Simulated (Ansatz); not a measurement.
Ideal-gas functions of CH₃OSb, SMILES `[CH2]1[O][SbH]1` at 600 K and 1 bar, from an Ansatz frequency run at PBE0-D4/def2-TZVP.

Molar mass 152.79 g/mol, point group C1 (symmetry number 1), electronic degeneracy 1, moments of inertia 20.375, 101.332, 112.402 u Å². Harmonic wavenumbers (cm⁻¹, unscaled): 446, 501, 579, 670, 768, 1011, 1148, 1164, 1492, 1925, 3065, 3157.

Use S(trans) = R[1.5 ln M + 2.5 ln T − 1.1517]; rotational temperatures θ = 24.2544 K / I; S(rot) = R[ln(√π/σ · √(T³/θAθBθC)) + 1.5]; for each mode x = 1.438777 ν̃/T, S = R[x/(eˣ − 1) − ln(1 − e⁻ˣ)] and H = RT x/(eˣ − 1); 1 cm⁻¹ = 0.0119627 kJ/mol; R = 8.31446 J/(mol·K).

Task: By hand: the entropy, in J/(mol·K).

Result: Translation 186.1. Rotation: θ = 1.1904, 0.2394, 0.2158 K, giving 108.6. Vibration, mode by mode: 8.14, 7.27, 6.22, 5.21, 4.32, 2.73, 2.11, 2.04, 1.09, 0.47, 0.04, 0.04, in all 39.7. Electronic 0.0. Sum 334.4 J/(mol·K).

Task: By hand: H − E and G − E in kJ/mol, counted from the electronic energy.

Result: Zero-point energy ½ × 15926 × 0.0119627 = 95.3; thermal vibration 15.2; translation, rotation and pV give 4 RT = 20.0. H − E = 130.5 kJ/mol, and G − E = 130.5 − 600 × 334.4/1000 = -70.1 kJ/mol.

Vibration gives 12 % of the entropy. The sum counts one conformer and one mirror image; others add a mixing term.
